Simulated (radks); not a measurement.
All-electron atom: Ir I in [Xe] 4f14 5d7 6s1 6p1 (not the ground configuration).

Calculated with a radial shooting solver on a logarithmic mesh with Libxc functionals: Dirac Kohn-Sham, PBE, spin-unpolarised, spherical densities, point nucleus; open shells fill j = l - 1/2 first.

Energy parts (eV):
| part | energy |
|---|---|
| total | -485938.38 |
| kinetic | 553967.21 |
| electron-nucleus | -1219734.08 |
| Hartree | 189321.21 |
| exchange-correlation | -9492.72 |

Orbitals (lengths in bohr, moments of r in powers of bohr; r(max) is where P^2 peaks):
\begin{tabular}{lrrrr}
orbital & occ. & eigenvalue (eV) & r(max) & small-component weight \\ \hline
1s1/2 & 2 & -76022.35 & 0.01081 & 8.51e-02 \\
2s1/2 & 2 & -13289.48 & 0.06249 & 1.94e-02 \\
2p1/2 & 2 & -12728.61 & 0.04620 & 1.95e-02 \\
2p3/2 & 4 & -11100.80 & 0.05336 & 1.74e-02 \\
3s1/2 & 2 & -3108.922 & 0.1759 & 6.44e-03 \\
3p1/2 & 2 & -2858.044 & 0.1644 & 6.39e-03 \\
3p3/2 & 4 & -2501.614 & 0.1790 & 5.79e-03 \\
3d3/2 & 4 & -2083.491 & 0.1397 & 5.68e-03 \\
3d5/2 & 6 & -2006.483 & 0.1437 & 5.52e-03 \\
4s1/2 & 2 & -664.1437 & 0.3977 & 2.16e-03 \\
4p1/2 & 2 & -558.3434 & 0.3965 & 2.06e-03 \\
4p3/2 & 4 & -474.0484 & 0.4268 & 1.84e-03 \\
4d3/2 & 4 & -300.8340 & 0.4211 & 1.64e-03 \\
4d5/2 & 6 & -285.1900 & 0.4306 & 1.58e-03 \\
5s1/2 & 2 & -98.9926 & 0.8918 & 5.19e-04 \\
5p1/2 & 2 & -65.8216 & 0.9475 & 4.38e-04 \\
4f5/2 & 6 & -64.9408 & 0.3928 & 1.19e-03 \\
4f7/2 & 8 & -61.8222 & 0.3975 & 1.17e-03 \\
5p3/2 & 4 & -52.2600 & 1.029 & 3.71e-04 \\
5d3/2 & 4 & -9.1611 & 1.277 & 1.89e-04 \\
5d5/2 & 3 & -7.9241 & 1.319 & 1.74e-04 \\
6s1/2 & 1 & -7.2963 & 2.377 & 6.15e-05 \\
6p1/2 & 1 & -2.3893 & 3.071 & 2.96e-05 \\
6p3/2 & 0 & -1.7264 & 3.502 & 2.17e-05 \\
\end{tabular}

The highest occupied level is 6p1/2 at -2.389 eV. Summed over all electrons, <r^2> = 73.06 bohr^2, which gives a Langevin (diamagnetic) susceptibility term of -57.9 x 10^-6 cm^3/mol. The density falls to 0.001 e/bohr^3 at r = 4.73 bohr.
